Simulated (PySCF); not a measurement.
Chain-length series, silicon-germanium chain mercapto/mercapto (end groups after the name). Gas-phase values, no solvent. One relaxed conformer stands for each flexible species; it need not be the lowest. Strings in code marks are SMILES.

Level of theory: PBE-D3(BJ)/def2-TZVP // r2SCAN-D4/def2-SVP in PySCF. All candidates: neutral, multiplicity 1. Excitations are Tamm–Dancoff values on a coarser integration grid. The basis has no diffuse functions, so Rydberg states are missing or too high.

```yaml
HOMO: -5.92 eV
T1 excitation (TDA): 4.12 eV
S1 excitation (TDA): 4.57 eV
```

### Question
Say which member has these values.
(A) `S[SiH2][GeH2][SiH2][GeH2][SiH2][GeH2][SH]`
(B) `S[SiH2][GeH2][SH]`
(C) `S[SiH2][GeH2][SiH2][GeH2][SH]`

### Answer
B, `S[SiH2][GeH2][SH]`. The others give `S[SiH2][GeH2][SiH2][GeH2][SiH2][GeH2][SH]`: -5.89 eV, 4.03 eV, 4.33 eV; `S[SiH2][GeH2][SiH2][GeH2][SH]`: -5.88 eV, 3.80 eV, 4.24 eV
